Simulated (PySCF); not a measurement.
Electron correlation in Ag (silver, neutral)

[Kr] 4d10 5p1, 2P determinant (an excited configuration). Calculation: PySCF 2.14, in aug-cc-pwCVDZ-PP with ECP28MDF (6s6p5d3f, 70 functions); a scalar-relativistic core potential. Frozen: 4s2 4p6; 11 electrons correlated.

MP2 pair energies summed by pair of shells (mhartree):

| pair | energy | share (%) |
| --- | --- | --- |
| 4d-4d | -346.77 | 96.1 |
| 4d-5p | -14.00 | 3.9 |

Total MP2 correlation energy: -360.78 mhartree.

Same-spin part -133.45 and opposite-spin part -227.32 mhartree; SCS-MP2 scales them by 1/3 and 6/5 to -317.27 mhartree.
